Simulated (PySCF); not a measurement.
Compound: (HAlO)4 cubane, Al4H4O4.
Structure used (PBE0-D3(BJ)/def2-SVP), in Å, numbered top down from 1:
```
atom  x, y, z in Å
Al1    0.1347    0.9963    1.2777
H2     0.2615    1.9587    2.5060
O3    -0.9696   -0.4905    1.1575
Al4   -1.5224    0.0039   -0.5435
H5    -2.9962    0.0152   -1.0713
O6    -0.3839    1.4661   -0.4413
Al7    1.0114    0.4887   -1.1777
H8     1.9800    0.9669   -2.3107
O9     1.5012   -0.0177    0.5386
Al10   0.4107   -1.5166    0.4590
H11    0.8022   -2.9678    0.8966
O12   -0.1142   -0.9858   -1.2397
```

Computed at PBE0/pcSseg-1 (pcSseg-2 on Al) (PySCF, non-relativistic), with Q(27Al) = 0.1466 b, Q(17O) = −0.0256 b: Al1, 27Al (I = 5/2): χzz = -26.85 MHz, η = 0.001; O3, 17O (I = 5/2): χzz = 3.281 MHz, η = 0.010.

Task: Find the zero-field quadrupole resonance frequencies of 27Al at Al1.

Result: From the eigenvalues of H = χ/[4I(2I − 1)] × [3Iz² − I(I + 1) + η(Ix² − Iy²)], steps between neighbouring levels, labelled as for η = 0: ±1/2↔±3/2 4.027 MHz, ±3/2↔±5/2 8.055 MHz (aluminium bonded to 3 O and H).

Task: Where would the pure quadrupole (NQR) lines of 17O at O3 fall for the rigid, isolated species?

Result: From the eigenvalues of H = χ/[4I(2I − 1)] × [3Iz² − I(I + 1) + η(Ix² − Iy²)], steps between neighbouring levels, labelled as for η = 0: ±1/2↔±3/2 0.492 MHz, ±3/2↔±5/2 0.984 MHz (oxygen bonded to 3 Al).

In a crystal, neighbours and librations shift these lines. The small basis limits the accuracy of the gradients.

One conformer stands for the species.
